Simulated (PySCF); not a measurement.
## Substituent effects on chemical shifts

Parent skeleton `[CH3:1][NH:2][SiH:3]([NH2:4])[F:5]`; one hydrogen on atom 1 is replaced by X. Hydrogens on one atom are averaged.

- NMR shieldings at PBE0/pcSseg-1/GIAO
- coordinates at the GFN2-xTB level
- code: PySCF
- no relativistic terms, averaged over atoms made equivalent by symmetry, fast rotation or ring inversion, one conformer, gas phase

References, each an isolated molecule treated in the same way: TMS for 13C (σref 186.93), 29Si (σref 349.16), 1H (σref 31.72); 15N (σref 267.73) vs NH3; 19F (σref 170.95) vs CFCl3.

Known members:
```json
{"X": "CH2SiH3", "C1": "42.6", "N2": "66.4", "Si3": "-28.8", "N4": "20.4", "F5": "-147.2", "H(C1)": "3.16", "H(Si3)": "4.90"}
{"X": "CH2CF3", "C1": "38.6", "N2": "58.0", "Si3": "-31.7", "N4": "19.5", "F5": "-153.7", "H(C1)": "3.53", "H(Si3)": "4.80"}
{"X": "iPr", "C1": "51.5", "N2": "59.6", "Si3": "-32.8", "N4": "18.7", "F5": "-152.0", "H(C1)": "2.69", "H(Si3)": "5.05"}
{"X": "CF=CF2", "C1": "42.0", "N2": "42.9", "Si3": "-28.3", "N4": "20.8", "F5": "-171.4", "H(C1)": "4.10", "H(Si3)": "5.32"}
{"X": "tBu", "C1": "55.0", "N2": "52.7", "Si3": "-32.6", "N4": "18.9", "F5": "-151.4", "H(C1)": "2.66", "H(Si3)": "4.99"}
```

Four more derivatives gave (δ, ppm):
```csv
compound,C1,N2,Si3,N4,F5,H(C1),H(Si3)
1,48.9,26.3,-32.0,35.5,-156.3,3.31,4.89
2,41.4,49.4,-28.3,37.0,-189.5,3.33,5.09
3,49.0,47.7,-35.5,33.3,-151.7,3.62,4.84
4,51.3,50.5,-28.5,35.1,-183.6,2.74,5.15
```

Their substituents are CH2CN, CHF2, cBu, vinyl. Which is which?

Results:

1: X = CHF2 (N[Si@H](F)NCC(F)F); 2: X = CH2CN (N#CCCN[Si@H](N)F); 3: X = vinyl (C=CCN[Si@H](N)F); 4: X = cBu (N[Si@H](F)NCC1CCC1).

Unscaled 19F shifts against computed CFCl3 carry errors that often reach 10 to 50 ppm. Experimental scales use liquid or dissolved standards, which lie at an offset from isolated NH3 (liquid NH3: subtract about 20 ppm). Unscaled 15N shifts of sp2 nitrogen come out 20 to 40 ppm too high even then.
